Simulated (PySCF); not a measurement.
Computed properties of Ge(H)2(Et)(NH2) (C₂H₉GeN), SMILES C[CH2][GeH2][NH2]

Ge(H)2(Et)(NH2) (C2H9GeN), SMILES C[CH2][GeH2][NH2]. Geometry: B3LYP-D3(BJ)/def2-SVP. Other conformers were not sampled. All values are computed for the isolated molecule unless a solvent is named; none is compared with measurement here.

**Structure.** All 33 harmonic modes at B3LYP-D3(BJ)/def2-SVP (PySCF) are real, so it is a minimum. With heavy atoms numbered as in [GeH2:1]([NH2:2])[CH2:3][CH3:4], the shortest bond between them is C3–C4 at 1.531 Å and the longest Ge1–C3 at 1.967 Å.

**Vibrations.** The strongest infrared lines (harmonic, unscaled, degenerate partners summed) lie at 2049 cm⁻¹ (193 km/mol, H 99 %), 2120 cm⁻¹ (151 km/mol, H 99 %), 792 cm⁻¹ (119 km/mol, H 92 %). The softest mode is at 57 cm⁻¹ and the zero-point energy is 66.6 kcal/mol.

**Electronic structure.** r2SCAN/def2-TZVP (PySCF) places the frontier levels at -6.01 and 0.31 eV, a gap of 6.32 eV, and gives a dipole moment of 0.71 D and a mean polarisability of 64.6 bohr³. PBE/def2-TZVP (PySCF) at the same geometry gives -5.70 and -0.21 eV, so its gap is 0.83 eV narrower. An orbital gap is neither the optical nor the fundamental gap.

**Excitations.** TDDFT-PBE0/def2-SVPD (PySCF) has S1 at 6.13 eV (202 nm, f = 0.019, weak); the most intense of the 10 singlets computed lies at 6.92 eV (f = 0.04). T1 (TDA) is at 5.75 eV. TDDFT-PBE/def2-SVPD (PySCF) puts S1 at 5.47 eV. No vertical singlet excitation falls in the visible range (under 3.1 eV).

**NMR.** GIAO shifts at KT2/pcSseg-1 (PySCF) (non-relativistic, atoms alike by connectivity averaged): ¹³C from 12.6 to 15.1 ppm against TMS; ¹H from -0.1 to 5.2 ppm against TMS.
